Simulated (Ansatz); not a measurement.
Conformers and stereoisomers of `FC(Br)=CBr`, each relaxed with PBE0-D4/def2-TZVP in Ansatz. CBS adds the triple-zeta coupled-cluster correction to the MP2 limit.

Outer-core shells of Br are correlated without core-valence functions. Scalar relativity is left out up to krypton. Spin–orbit coupling is left out.

Not all of them had a frequency check.

Conformer A:

```xyz
6

F     0.940    1.086    1.142
C     0.278    0.574    0.114
Br    0.111    1.760   -1.307
C    -0.185   -0.664    0.174
Br   -1.127   -1.504   -1.188
H    -0.018   -1.253    1.066
```

Conformer B:

```xyz
6

F     1.277    0.310    1.121
C     0.246    0.482    0.322
Br   -0.362    2.249    0.271
C    -0.312   -0.489   -0.379
Br    0.309   -2.247   -0.314
H    -1.157   -0.304   -1.022
```

Problem. Which is lowest in electronic energy at CCSD(T)/CBS (frozen core, def2 sets), and by how much? (Estimate.)

Solution. Ansatz gave: B; A lies 2.7 kJ/mol higher.

Problem. Give the energies relative to B (kJ/mol) with ωB97X-V/def2-TZVPP, r2SCAN/def2-TZVPP, HF/def2-TZVPP, SCS-MP2/def2-TZVPP, CCSD(T)/def2-TZVPP, MP2/def2-QZVPP, MP2/CBS(def2). (Best estimate.)

Solution. The calculation gave: 
```tsv
level	A
ωB97X-V/def2-TZVPP	3.2
r2SCAN/def2-TZVPP	4.7
HF/def2-TZVPP	7.4
SCS-MP2/def2-TZVPP	3.4
CCSD(T)/def2-TZVPP	3.6
MP2/def2-QZVPP	2.1
MP2/CBS(def2)	1.7
```
